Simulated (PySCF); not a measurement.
## Ligand-field analysis of [Ru(OH)6]-

The complex [Ru(OH)6]- (charge -1) contains Ru(V), shell d3. The structure is a model geometry with rigid ligands and bond lengths from ionic radii, not a minimum; coordination octahedral, point group S6, metal–donor distances 1.90 Å.

The d shell alone is too small an active space for [Ru(OH)6]- (an active orbital has only 0.54 squared overlap with the free ion's shell): its levels, fitted parameters, g values and moments show what this model gives and aren't sound predictions.

```
13

Ru    0.0000    0.0000    0.0000
O     0.0000    0.0000    1.8950
H     0.8000    0.0000    2.4350
O     0.0000    0.0000   -1.8950
H    -0.8000    0.0000   -2.4350
O     1.8950    0.0000    0.0000
H     2.4350    0.8000    0.0000
O    -1.8950    0.0000    0.0000
H    -2.4350   -0.8000    0.0000
O     0.0000    1.8950    0.0000
H     0.0000    2.4350    0.8000
O     0.0000   -1.8950    0.0000
H     0.0000   -2.4350   -0.8000
```

Method (PySCF 2.14, density fitting): CASSCF(3,5) with orbitals averaged over all microstates of the shell, strongly contracted NEVPT2 on the averaged canonical orbitals; basis x2c-TZVPall on the metal, x2c-SVPall elsewhere; spin-free X2C; IEF-PCM water; spin-orbit coupling by state interaction with the mean-field operator over all roots.

Spin-free states:

| 2S+1 | deg. | symmetry | cubic parent | free-ion term | CASSCF / cm⁻¹ | NEVPT2 / cm⁻¹ | f(ED) |
| --- | --- | --- | --- | --- | --- | --- | --- |
| 4 | 1 | 4Ag | 4A2g 0.99 | 4F 1.00 | 0 | 0 | – |
| 2 | 2 | 2Eg | 2Eg 0.98 | 2G 0.56 | 12851 | 11291 | – |
| 2 | 2 | 2Eg | 2T1g 0.99 | 2H 0.36 | 14456 | 11574 | – |
| 2 | 1 | 2Ag | 2T1g 0.99 | 2H 0.33 | 14947 | 12022 | – |
| 2 | 1 | 2Ag | 2T2g 0.99 | 2D 0.51 | 21793 | 17733 | – |
| 2 | 2 | 2Eg | 2T2g 0.99 | 2D 0.48 | 22493 | 18450 | – |
| 4 | 2 | 4Eg | 4T2g 0.99 | 4F 0.99 | 39985 | 41001 | 0 |
| 4 | 1 | 4Ag | 4T2g 0.98 | 4F 0.99 | 40427 | 41399 | 0 |
| 4 | 1 | 4Ag | 4T1g 1.00 | 4P 0.64 | 47884 | 45680 | 0 |
| 4 | 2 | 4Eg | 4T1g 0.99 | 4P 0.74 | 48251 | 45944 | 0 |
| 2 | 1 | 2Ag | 2A1g 0.97 | 2G 0.99 | 50808 | 50120 | – |
| 2 | 2 | 2Eg | 2T2g 0.86 | 2G 0.52 | 51338 | 50364 | – |
| 2 | 1 | 2Ag | 2T2g 0.68 | 2H 0.45 | 51632 | 50737 | – |
| 2 | 1 | 2Ag | 2T1g 0.67 | 2H 0.39 | 52581 | 51236 | – |
| 2 | 2 | 2Eg | 2T1g 0.83 | 2H 0.48 | 52742 | 51390 | – |

Only the lowest 15 spin-free levels are listed. Energies are counted from the ground state at NEVPT2 level. Weights follow the labels. f(ED) is the electric-dipole oscillator strength from the ground state at the fixed geometry, without vibronic coupling; occupations, where given, run over the ligand-field orbitals from the lowest.

## Ligand-field fit

```
          cm⁻¹  CASSCF
          10Dq   39439
             B     652
   B, free ion     999
             C    2568
   C, free ion    4097
rms of the fit     756
```

```tsv
orbital	CASSCF / cm⁻¹	metal share	main function
1	0	0.81	degenerate set
2	0	0.81	degenerate set
3	779	0.81	xy 0.33
4	39699	0.67	degenerate set
5	39699	0.67	degenerate set
```

ζ = 1028 cm⁻¹, against 1398 for the free ion.

Spin-orbit levels:

| E / cm⁻¹ | deg. | make-up | g (S′ = 1/2) |
| --- | --- | --- | --- |
| 0.0 | 2 | 0.99 4Ag | 1.96 3.91 3.91 |
| 18.0 | 2 | 1.00 4Ag | 0.00 0.00 5.89 |
| 11236.0 | 2 | 0.96 2Eg | 0.18 0.18 2.30 |
| 11278.6 | 2 | 0.97 2Eg | 0.00 0.00 2.73 |
| 11485.2 | 2 | 0.97 2Eg | 0.00 0.00 3.08 |
| 11578.1 | 2 | 0.87 2Eg + 0.10 2Ag | 0.75 0.81 0.81 |
| 12019.1 | 2 | 0.88 2Ag + 0.11 2Eg | 0.90 0.90 1.59 |
| 18016.3 | 2 | 0.97 2Ag | 1.84 1.84 1.94 |
| 18626.8 | 2 | 0.96 2Eg | 0.00 0.00 0.12 |
| 18749.9 | 2 | 0.99 2Eg | 0.02 0.02 3.92 |
| 40734.8 | 2 | 0.88 4Eg + 0.11 4Ag | – |
| 40892.9 | 2 | 0.94 4Eg + 0.04 4Ag | – |
| 41041.1 | 2 | 0.81 4Eg + 0.17 4Ag | – |
| 41321.2 | 2 | 0.95 4Eg | – |
| 41441.9 | 2 | 0.79 4Ag + 0.17 4Eg + 0.03 4Ag | – |
| 41592.1 | 2 | 0.81 4Ag + 0.18 4Eg | – |

Only the lowest levels are listed: 32 of 120 states.

Magnetism:

The ground multiplet follows a spin Hamiltonian with S = 3/2, g = 1.956, 1.956, 1.962, D = 9.02 cm⁻¹, E/|D| = 0.00 (spin-orbit part alone); the lowest levels hold 99 % of the spin-free ground state. μeff is 3.80 μB at 300 K and 3.53 μB at 10 K; the spin-only value is 3.88 μB.

```
T / K  χT / cm³ K mol⁻¹  μeff / μB  χT along axes a, b, c
    2             1.188       3.08         0.36 1.60 1.60
    5             1.351       3.29         0.38 1.84 1.84
   10             1.555       3.53         0.56 2.05 2.05
   20             1.711       3.70         0.98 2.08 2.08
   30             1.756       3.75         1.22 2.03 2.03
   50             1.783       3.78         1.44 1.95 1.95
   75             1.792       3.79         1.56 1.91 1.91
  100             1.796       3.79         1.62 1.88 1.88
  150             1.799       3.79         1.68 1.86 1.86
  200             1.800       3.79         1.72 1.84 1.84
  250             1.802       3.80         1.73 1.84 1.84
  300             1.802       3.80         1.75 1.83 1.83
```

Axes in the frame of the coordinates: a = (0.58, 0.58, 0.58); b = (0.82, -0.40, -0.42); c = (0.01, -0.71, 0.70).

Powder magnetisation at 2 K: 0.52 μB at 0.5 T, 0.96 μB at 1 T, 1.53 μB at 2 T, 1.81 μB at 3 T, 2.04 μB at 5 T, 2.17 μB at 7 T.

The geometry is a model, and the complex may not exist in this form. Charge-transfer states lie outside this active space and may come lower than some of these levels. NEVPT2 on the d shell alone tends to put d–d bands too high for such charged or covalently bound ions.

The job took 24 s on one thread of Arm Neoverse V2 (shared host), with 177 basis functions, launched as `OMP_NUM_THREADS=1 python lf_run.py task.json out`.
